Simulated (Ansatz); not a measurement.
Basis-set extrapolation for CH5BClFSi, SMILES `C[SiH2]B(F)Cl` (PBE0-D4/def2-TZVP geometry, frozen core, the Gaussian-basis code of Ansatz). Multiplicity 1, RHF reference.

```csv
,def2-TZVPP,def2-QZVPP
HF,-913.530270,-913.559189
MP2 correlation,-0.833284,-0.903596
CCSD(T) correlation,-0.919117,not run
```

Energies in hartree. Use E(X) = E(∞) + A·exp(−7.88·√X) for Hartree–Fock and E(X) = E(∞) + B·X^(−2.97) for correlation, with X = 3 and 4, and add CCSD(T) minus MP2 of the smaller set to the MP2 limit.

What is the CCSD(T) energy at the basis-set limit?

HF limit: -913.559189 + (-0.028919) × 0.13774 = -913.56317. MP2 limit: -0.903596 + (-0.070312) × 0.74074 = -0.95568. Higher-order term: -0.919117 − (-0.833284) = -0.08583. Total: -914.60468 hartree, 407.7 kJ/mol below CCSD(T)/def2-TZVPP.
